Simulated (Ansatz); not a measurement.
Single points on the cluster Li7H6.

```yaml
crystal:
  periodic: [false, false, false]
  atoms:
    - {symbol: Li, position_ang: [-1.013820, -0.952313, -0.199098]}
    - {symbol: Li, position_ang: [-2.716159, -0.078784, 1.464936]}
    - {symbol: Li, position_ang: [1.866380, -1.169274, 0.523953]}
    - {symbol: Li, position_ang: [-1.276468, 1.833255, 0.100167]}
    - {symbol: Li, position_ang: [1.267473, 0.459242, -1.489775]}
    - {symbol: Li, position_ang: [1.705746, 1.402366, 1.256953]}
    - {symbol: Li, position_ang: [-0.218399, -0.367545, 2.528038]}
    - {symbol: H, position_ang: [-1.399051, -1.286933, 1.583458]}
    - {symbol: H, position_ang: [0.673101, -1.051159, -0.776765]}
    - {symbol: H, position_ang: [-2.276826, 0.418575, -0.191562]}
    - {symbol: H, position_ang: [0.631259, 0.659519, -3.319663]}
    - {symbol: H, position_ang: [1.440245, -0.203810, 1.967077]}
    - {symbol: H, position_ang: [1.316517, 0.336850, -3.447727]}
basis:
  gaussian: {orbitals: def2-TZVP, initial_orbitals: start.molden}
magnetization: {spin_polarized: true, initial_magnetization: 3}
hamiltonian: {xc: {name: BHLYP}, dispersion: d4}
scf: {omitted_lower_state_checks: [starts]}
output: {orbitals: {seedname: orbitals}}
```

The file start.molden holds the orbitals of an earlier run on this structure, at another level or in another basis.

```sh
$ ansatz run in.yaml --threads 2 --pin off --events-out ev --progress --plain --max-ram 4352MiB
```

Shortened log:

```
Functional definition: BHLYP
1167 factors; their error is unknown
mean field evaluation 1: about -1529.3020 eV, gradient 2.6e0 eV
mean field evaluation 2: about -1529.3543 eV, gradient 7.2e-2 eV
mean field evaluation 4: about -1529.3557 eV, gradient 6.8e-4 eV
mean field -1529.35574511 eV, -56.2027869982 hartree, gradient 1.9e-5 eV, S^2 3.750666; 0 other end points of the search recorded, 0 dependent functions left out
reference -1529.35595765 eV, -56.2027948090 hartree; 15, 12 occupied and 119, 122 virtual orbitals, 1167 factors
Total energy: -1529.59884125 eV, -56.2117206166 hartree
Checks for a lower state left out: starts
```

Run time 4.2 s (2 threads of Arm Neoverse V2 on a shared host).

First input, but with `hamiltonian: {xc: {name: B97M-V}}` (abridged; 18 s):

```
Functional definition: B97M-V
mean field -1535.38870529 eV, -56.4244941954 hartree, gradient 1.9e-5 eV, S^2 3.753266
Total energy: -1535.38881641 eV, -56.4244982793 hartree
Checks for a lower state left out: starts
```

Geometry: PBE-D4/def2-TZVP.

In the quartet, H11 and H13 lie 0.77 Å apart (atoms count from 1), so H2 has formed as a molecule. At PBE0-D4/def2-TZVP a doublet of charge 0 lies 2.47 eV below the quartet, each at its own geometry. The structure comes from a short search, and lower isomers may exist.
